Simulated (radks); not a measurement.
Values are calculated unless marked as measured or tabulated.
Coulomb parameter of the 5d shell of the iridium ion Ir+ in the model configuration [Xe] 4f14 5d5 6s1 6p2, as a second difference U = [E(n + 1) + E(n - 1) - 2 E(n)] / (1)^2 with all orbitals relaxed. "Bare": the charge of the atom changes with n. "Screened": the 6p shell takes up the change at fixed total charge, which measures U(5d,5d) + U(6p,6p) - 2 U(5d,6p). Level of theory: Dirac Kohn-Sham, BLYP, spin-unpolarised, spherical densities, point nucleus; open shells are shared between the two j in proportion to 2j + 1 (a radial shooting solver on a logarithmic mesh with Libxc functionals).

| case | configuration | E - E(n) (eV) |
|---|---|---|
| start | [Xe] 4f14 5d5 6s1 6p2 | 0.000 |
| bare +1 | [Xe] 4f14 5d6 6s1 6p2 | -17.094 |
| bare -1 | [Xe] 4f14 5d4 6s1 6p2 | 28.272 |
| screened +1 | [Xe] 4f14 5d6 6s1 6p1 | -11.323 |
| screened -1 | [Xe] 4f14 5d4 6s1 6p3 | 13.754 |

U(bare) = 11.177 eV, U(screened by 6p) = 2.431 eV, against the Slater integral F0(5d,5d) = 15.649 eV with frozen orbitals.
